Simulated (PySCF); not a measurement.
**Structure from 2D NMR**

Compound of formula C4H7NO2Si. Correlations simulated from computed shifts and the bond graph:

HSQC (one-bond C–H):
```
  δH    δC
2.52  31.8
1.23  10.7
```

COSY cross peaks (H two or three bonds apart, from the bond graph; peaks can be absent where the dihedral angle is near 90°):
```
  δH    δH
2.52  1.23
```

HMBC (two and three bonds, from the bond graph; two-bond peaks within aromatic rings are usually weak or absent):
```
  δH            δC
4.95  179.9, 123.0
2.52   179.9, 10.7
1.23   179.9, 31.8
```

Carbons without hydrogens: δ 179.9, 123.0.

[PySCF 2.14: NMR shieldings at PBE0/pcSseg-1/GIAO; geometry from GFN2-xTB; fast rotation and ring inversion assumed for equivalent nuclei; no solvent model; one conformer; no relativistic terms]

References, each an isolated molecule treated in the same way: TMS for ¹H, ¹³C.

Exchangeable hydrogens are left out of these lists.

Work out the connectivity.

Results:

SMILES CCC(=O)O[SiH2]C#N.

Atom-mapped SMILES (the numbers label the heavy atoms): `[CH3:1][CH2:2][C:3](=[O:4])[O:5][SiH2:6][C:7]#[N:8]`. Hydrogens are named by the atom that carries them.

- δC 179.9 is C3, a carbonyl carbon.
- δC 123.0 is C7, a nitrile carbon.
- δC 31.8 is C2, an sp3 CH2 α to a carbonyl (δH 2.52).
- δC 10.7 is C1, a methyl carbon (δH 1.23).
- HMBC from δH 4.95 reaches the proton-free carbons C3, C7.
- HMBC from δH 2.52 reaches the proton-free carbon C3.
- HMBC from δH 1.23 reaches the proton-free carbon C3.
- COSY links 2.52–1.23.

The shifts were computed for this structure.

Shifts are as computed. Against solution values, carbons near 30 ppm lie about +3 ppm off and those near 130 ppm about +5 ppm (rms about the fit 2.1 ppm; single classes can miss by 10 ppm). Of 1328 compounds with measured shifts, 309 miss one by over three times the rms of a fit or turn the order of signals round; such compounds aren't used in these exercises. Signals without a measured value on file couldn't be tested in this way; 1H shifts scatter by 0.2 ppm about their fit, and single ones miss by 0.5 ppm.
